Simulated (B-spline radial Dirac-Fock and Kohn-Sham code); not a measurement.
## Radiative decay of the 1s hole in I⁷⁺

System: iodine as I⁷⁺, [Kr] 4d10.

Calculated with a radial finite-basis atomic code, using independent-particle radiative and Coulomb Auger rates from relativistic LDA hole-state orbitals, with Dirac-Fock energies.

```
line  multipole  energy (eV)  width (meV)  share (%)
K-L2         E1      28316.5         2640       28.9
K-L3         E1      28611.4         4910       53.6
K-M2         E1      32236.5          451       4.92
K-M3         E1      32293.2          877       9.57
K-M4         E2      32539.3         4.36     0.0476
K-M5         E2      32550.8         5.98     0.0653
K-N2         E1      33028.5         90.7      0.990
K-N3         E1      33039.7          177       1.93
```

The listed lines hold 100.0 % of the radiative rate. The radiative width is 9.16 eV in the length form and 9.38 eV in the velocity form; the two differ because the transition energies are not eigenvalue differences of the potential that gave the orbitals. Kα2/Kα1 is 0.538 and Kβ/Kα is 0.213.
